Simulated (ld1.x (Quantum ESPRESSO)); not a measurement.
# An all-electron radial function and its pseudo partner (hafnium)

Columns: radius, all-electron u(r) and pseudo u(r) of the 6s shell (level -5.11 eV) of hafnium in the configuration [Xe] 4f14 5d2 6s2 6p0; PBE, scalar-relativistic, TM scheme, ld1.x (Quantum ESPRESSO) 7.5.

| r (bohr) | all-electron | pseudo |
| --- | --- | --- |
| 0.210 | 0.0515 | -0.0176 |
| 0.420 | -0.1509 | -0.0371 |
| 0.630 | 0.1234 | -0.0606 |
| 0.840 | 0.2769 | -0.0906 |
| 1.050 | 0.2342 | -0.1298 |
| 1.260 | 0.0879 | -0.1807 |
| 1.470 | -0.0855 | -0.2445 |
| 1.680 | -0.2453 | -0.3199 |
| 1.890 | -0.3756 | -0.4011 |
| 2.100 | -0.4731 | -0.4784 |
| 2.310 | -0.5405 | -0.5409 |
| 2.520 | -0.5824 | -0.5824 |
| 2.730 | -0.6034 | -0.6034 |
| 2.940 | -0.6080 | -0.6080 |
| 3.150 | -0.5998 | -0.5998 |
| 3.360 | -0.5819 | -0.5819 |
| 3.570 | -0.5570 | -0.5570 |
| 3.780 | -0.5273 | -0.5273 |
| 3.990 | -0.4947 | -0.4947 |
| 4.200 | -0.4604 | -0.4604 |
| 4.410 | -0.4258 | -0.4258 |
| 4.620 | -0.3917 | -0.3917 |
| 4.830 | -0.3587 | -0.3587 |
| 5.040 | -0.3272 | -0.3272 |
| 5.250 | -0.2975 | -0.2975 |
| 5.460 | -0.2697 | -0.2697 |

(1) How many radial nodes do the two functions have?

(2) At about which radius was the pseudo-wave matched?

(3) Where does each function peak?

(4) Is the pseudo-wave norm-conserving?

## Answers

(1) The all-electron 6s function has n − l − 1 = 5 (the table is too coarse to show those close to the nucleus); the pseudo-wave has 0, since the states of the same l below it are removed with the core.

(2) 2.60 bohr. The columns agree to 0.0005 from 2.31 bohr on; several derivatives are matched, so the curves merge somewhat inside the radius.

(3) Outermost all-electron maximum near 2.94 bohr, pseudo maximum near 2.94 bohr (to the table’s step).

(4) Yes: the TM scheme keeps the norm inside the radius equal to the all-electron one, which fixes the energy derivative of the logarithmic derivative at the level.
